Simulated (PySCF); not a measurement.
**Carbon: a sound run and one with changed settings**

Sound run: C⁺ [He] 2s2 2p1, C²⁺ [He] 2s2. All numbers are calculated (PySCF 2.14, the spin-free X2C one-electron Hamiltonian (Gaussian nucleus), in cc-pVTZ-DK (4s3p2d1f, 30 functions)). In the sound run the correlated levels freeze 1s2. The sound run starts from symmetry-adapted Hartree-Fock orbitals and uses a fine grid where one is needed.

Changed run: basis STO-3G, all-electron and non-relativistic. This setting is unsound on purpose.

| species | method | sound run (hartree) | changed run (hartree) | converged |
| --- | --- | --- | --- | --- |
| C⁺ | UHF | -37.30986 | -36.87037 | yes |
| C⁺ | BP86 | -37.43562 | -36.98547 | yes |
| C⁺ | PBE0 | -37.39700 | -36.95048 | yes |
| C⁺ | MP2 | -37.36055 | -36.89090 | yes |
| C⁺ | CCSD(T) | -37.38550 | -36.91145 | yes |
| C²⁺ | UHF | -36.42264 | -35.97831 | yes |
| C²⁺ | BP86 | -36.52112 | -36.06368 | yes |
| C²⁺ | PBE0 | -36.48532 | -36.03082 | yes |
| C²⁺ | MP2 | -36.46563 | -36.01050 | yes |
| C²⁺ | CCSD(T) | -36.49548 | -36.04086 | yes |

Ionisation energy of C⁺:

```
 method  sound run (eV)  changed run (eV)
    UHF          24.142            24.274
   BP86          24.885            25.083
   PBE0          24.808            25.025
    MP2          24.352            23.957
SCS-MP2          24.313            23.893
   CCSD          24.188            23.690
CCSD(T)          24.219            23.690
```

A minimal basis cannot let orbitals breathe on ionisation and holds almost no correlation. The Hamiltonian changed with the basis, so the totals do not compare.

For comparison, NIST gives 24.383 eV between the lowest levels.
